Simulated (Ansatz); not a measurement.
Mulliken charges of AlH₅O₂PSb (`[OH][SbH][Al]([OH])[PH2]`) from r2SCAN/def2-TZVPP in Ansatz (PBE0-D4/def2-TZVP geometry).

```
atom   x (Å)   y (Å)   z (Å)  charge (e)
  O1  -2.212   0.999   1.131      -0.534
 Sb2  -1.807  -0.941   1.022       0.338
 Al3   0.299  -0.651  -0.616       0.476
  O4   1.258  -1.951  -1.134      -0.418
  P5   0.858   1.414  -1.537      -0.173
  H6  -1.418   1.537   1.167       0.196
  H7  -0.671  -1.001   2.321      -0.112
  H8   1.136  -2.865  -0.883       0.184
  H9   0.441   2.129  -0.380       0.008
 H10   2.201   1.280  -1.088       0.035
```

Q: By hand: the dipole of these point charges (1 e Å = 4.8032 D).

A: Σ q r = (0.125, -0.642, -0.047) e Å, of length 0.656 e Å = 3.15 D.

Q: How does the dipole of the full density compare? (Best estimate.)

A: Computed: (0.226, -0.381, 0.129) e Å, 2.22 D; the point charges give 1.42 times that, at 28° from its direction.

Point charges leave out the atoms' own dipoles, such as those of lone pairs, and Mulliken's split depends on the basis, so the two needn't agree.
